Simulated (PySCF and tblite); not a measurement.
Values are calculated unless marked as measured or tabulated.
C9H12, numbered as in [CH:1]#[C:2][CH:3]1[CH2:4][C@H:5]2[CH2:6][CH2:7][C@@H:8]2[CH2:9]1.

Conformers came from 60 starts (ETKDG, MMFF94s, GFN2-xTB); geometries are GFN2-xTB. Free energies are PBE0-D3(BJ)/pcSseg-1 single points with GFN2-xTB rigid-rotor and vibrational terms (modes under about 100 cm⁻¹ blended into free rotors). Symmetry numbers and mirror images are counted. Conformers within 2.5 kcal/mol (GFN2-xTB free energy) were kept, 2 at most. GIAO shieldings: PBE0/pcSseg-1. Shifts are against TMS (¹H), TMS (¹³C) at the same level; of two unlike H on one atom, a is the less shielded. Codes: tblite and PySCF.

Problem. Predict the averaged NMR shifts at 298.15 K.

Solution. ¹H: 2.95 (H3, 1H), 2.24 (H9a, 1H), 1.97 (H6a, 1H), 1.95 (H4a, 1H), 1.92 (H7a, 1H), 1.73 (H7b, 1H), 1.64 (H6b, 1H), 1.64 (H1, 1H), 1.62 (H4b, 1H), 1.61 (H5, 1H), 1.49 (H9b, 1H), 1.13 (H8, 1H) ppm. ¹³C: 95.7 (C2), 75.5 (C1), 49.8 (C8), 47.8 (C5), 41.7 (C4), 41.5 (C9), 34.1 (C3), 27.2 (C7), 27.0 (C6) ppm.

Shifts are unscaled: against experiment ¹³C can be off by 15 ppm or more and ¹H by 0.8 ppm.
